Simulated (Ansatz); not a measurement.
C2H6OSSi can be A, `[SiH3]O/C=C\S`, or B, `CC(=S)[SiH2]O`.

Program: Ansatz. Geometries: PBE0-D4/def2-TZVP. ΔE: electronic, gas phase. CCSD(T)/CBS is the MP2 limit (def2-TZVPP, def2-QZVPP) plus CCSD(T) − MP2 in def2-TZVPP, frozen cores. Functionals use def2-TZVPP. One conformer a species, not always the lowest.

A:

```xyz
11

Si   -1.8066    0.7539    0.0674
O    -0.2435    0.3264   -0.2724
C     0.4735   -0.5881    0.4297
C     1.7333   -0.8810    0.1244
S     2.6720   -0.1877   -1.1694
H    -1.8990    1.3236    1.4370
H    -2.6954   -0.4342   -0.0186
H    -2.1703    1.7623   -0.9507
H    -0.0261   -1.0803    1.2602
H     2.2578   -1.6194    0.7158
H     1.7042    0.6245   -1.6233
```

B:

```xyz
11

C     0.6042    1.5391   -0.4137
C     0.2455    0.1048   -0.5753
S     0.5121   -0.7307   -1.9399
Si   -0.5663   -0.8334    0.8599
O    -0.8330   -2.3741    0.3889
H    -0.2897    2.1175   -0.1520
H     1.0566    1.9549   -1.3144
H     1.2949    1.6548    0.4298
H    -1.8356   -0.1409    1.2070
H     0.3470   -0.7719    2.0317
H    -0.5358   -2.5199   -0.5219
```

Problem. Which is lower in electronic energy at CCSD(T)/CBS, and by how much? (Estimate.)

Solution. Computed: B, by 88.0 kJ/mol.

Problem. Give E(B) − E(A) in kJ/mol with PBE-D4, MP2/def2-TZVPP, r2SCAN-D4, ωB97M-V, CCSD(T)/def2-TZVPP, B2PLYP, CCSD/def2-TZVPP. (An estimate is asked.)

Solution. Computed: PBE-D4 -81.9, MP2/def2-TZVPP -91.9, r2SCAN-D4 -81.5, ωB97M-V -82.2, CCSD(T)/def2-TZVPP -85.1, B2PLYP -80.8, CCSD/def2-TZVPP -80.9. None reverses the order clearly.

Largest T1 diagnostic: 0.015.

The D4 term adds −3.8 kJ/mol with B3LYP and −1.8 kJ/mol with PBE0; it sums over pairs of atoms, weighted by their polarisabilities, and B3LYP, whose exchange is more repulsive, gets the larger term. In def2-TZVPP, CCSD(T) changes the Hartree–Fock value by −21.0 kJ/mol (the triples alone add −4.2 kJ/mol) and MP2 by −27.9 kJ/mol.

B3LYP here is the variant with VWN-RPA as its local correlation; programs differ in this.
